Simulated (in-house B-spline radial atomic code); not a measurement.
A radial electron density 4πr²n(r) was computed for an atom or ion in its tabulated ground configuration with an all-electron radial atomic-structure program (B-spline basis); method: Dirac-Hartree-Fock, average of configuration. Columns: r (bohr), 4πr²n(r) (electrons per bohr), bar.

```
 0.00453   0.3296 #
 0.00528   0.4385 #
 0.00616   0.5825 ##
 0.00719   0.7716 ##
 0.00839    1.017 ###
 0.00979    1.334 ####
  0.0114    1.732 #####
  0.0133    2.241 #######
  0.0155    2.871 #########
  0.0181    3.655 ###########
  0.0212    4.622 ##############
  0.0247    5.724 #################
  0.0288    6.992 #####################
  0.0336    8.399 #########################
  0.0392    9.887 ##############################
  0.0458    11.38 ##################################
  0.0534    12.73 ######################################
  0.0623    13.81 ##########################################
  0.0727    14.46 ############################################
  0.0848    14.56 ############################################
  0.0989    14.04 ##########################################
   0.115    12.99 #######################################
   0.135     11.5 ###################################
   0.157    10.06 ##############################
   0.183    8.933 ###########################
   0.214    8.476 ##########################
    0.25    8.857 ###########################
   0.291    9.903 ##############################
    0.34    11.26 ##################################
   0.396    12.34 #####################################
   0.462    12.67 ######################################
    0.54    11.94 ####################################
    0.63    10.22 ###############################
   0.734    7.885 ########################
   0.857    5.386 ################
       1    3.229 ##########
    1.17    1.647 #####
    1.36   0.7329 ##
    1.59   0.2601 #
    1.85  0.07656 
    2.16  0.01693
```

(1) Which atom or ion is it?
A. Mg3+
B. Al4+
C. Al3+
D. S4+

## Answers

(1) C. The area under the curve, ∫4πr²n dr = ∫r·4πr²n d(ln r) on this logarithmic grid, is 10 electrons, which only this option has. The configuration is [He] 2s2 2p6.
